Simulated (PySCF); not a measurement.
## Stationary points of Bi3N

All numbers come from PySCF, PBE0, basis N def2-SVP, Bi def2-SVP with ECP60 (scalar-relativistic core potentials, no spin–orbit coupling, density fitting).

Relaxations began from a few typed shapes. The search is not exhaustive: other isomers or separated fragments can lie lower, and high-lying points may rest on an excited occupation.

(1) Order these stationary points by electronic energy, lowest first, in kJ/mol from the lowest minimum.
A. singlet Cs: Bi–Bi 2.822 Å, N–Bi 2.059 Å, N–Bi 2.218 Å (×2); Bi–Bi–N 50.5° (×2), Bi–N–Bi 79.0°, Bi–N–Bi 135.3° (×2)
B. singlet Cs: Bi–Bi 2.901 Å (×2), N–Bi 2.130 Å (×2), N–Bi 2.543 Å; Bi–Bi–Bi 86.0°, Bi–Bi–N 45.5° (×2), Bi–Bi–N 58.4° (×2), Bi–N–Bi 76.2° (×2), Bi–N–Bi 136.5°
C. singlet C3v: Bi–Bi 2.917 Å (×3), N–Bi 2.287 Å (×3); Bi–Bi–Bi 60.0° (×3), Bi–Bi–N 50.4° (×6), Bi–N–Bi 79.3° (×3)
D. singlet C2v: Bi–Bi 2.937 Å (×2), N–Bi 2.070 Å (×2), N–Bi 2.622 Å; Bi–Bi–Bi 86.5°, Bi–Bi–N 43.3° (×2), Bi–Bi–N 60.2° (×2), Bi–N–Bi 76.5° (×2), Bi–N–Bi 153.0°

(2) Which of them are minima?

Results:

(1) C (0.0), B (163.7), D (184.4), A (204.0).

(2) By energy in kJ/mol, 0.0: minimum; 163.7: minimum; 184.4: saddle point, 1 imaginary mode; 204.0: minimum.

For the lowest minimum: spin–orbit coupling, left out here, can matter for elements this heavy.
